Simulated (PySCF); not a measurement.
Computed properties of ClH5SSi2, SMILES Cl[SiH2]S[SiH3]

ClH5SSi2, SMILES [SiH3]S[SiH2]Cl. Geometry: PBE0-D3(BJ)/def2-SVP. This is a generated structure with no PubChem entry under its InChIKey; it may be hypothetical. Other conformers were not sampled. All values are computed for the isolated molecule unless a solvent is named; none is compared with measurement here.

**Structure.** All 21 harmonic modes at PBE0-D3(BJ)/def2-SVP (PySCF) are real, so it is a minimum. With heavy atoms numbered as in [SiH3:1][S:2][SiH2:3][Cl:4], the shortest bond between them is Si3–Cl4 at 2.071 Å and the longest Si1–S2 at 2.162 Å.

**Vibrations.** The strongest infrared lines (harmonic, unscaled, degenerate partners summed) lie at 851 cm⁻¹ (270 km/mol, H 92 %), 931 cm⁻¹ (197 km/mol, H 96 %), 919 cm⁻¹ (162 km/mol, H 94 %). The softest mode is at 53 cm⁻¹ and the zero-point energy is 29.3 kcal/mol.

**Electronic structure.** ωB97X/def2-TZVP (PySCF) places the frontier levels at -10.12 and 1.73 eV, a gap of 11.85 eV, and gives a dipole moment of 0.93 D and a mean polarisability of 80.9 bohr³. PBE/def2-TZVP (PySCF) at the same geometry gives -6.59 and -1.21 eV, so its gap is 6.47 eV narrower. An orbital gap is neither the optical nor the fundamental gap.

**Excitations.** TDDFT-CAM-B3LYP/def2-SVPD (PySCF) has S1 at 6.18 eV (201 nm, f = 0.007, weak); the most intense of the 10 singlets computed lies at 7.71 eV (f = 0.08). T1 (TDA) is at 5.83 eV. TDDFT-PBE/def2-SVPD (PySCF) puts S1 at 5.43 eV. No vertical singlet excitation falls in the visible range (under 3.1 eV).

**NMR.** GIAO shifts at PBE0/pcSseg-1 (PySCF) (non-relativistic, atoms alike by connectivity averaged): ¹H from 5.0 to 5.9 ppm against TMS; ²⁹Si from -47.0 to 5.5 ppm against TMS. Without spin–orbit terms, shifts of atoms bonded to Cl or Br come out too high.

**Solvation.** SMD-B3LYP/def2-SVP (PySCF) gives 1.4 kcal/mol in water, -2.5 kcal/mol in acetonitrile, -3.2 kcal/mol in dichloromethane (1 M in both phases, gas-phase geometry); of these solvents dichloromethane holds the molecule best.
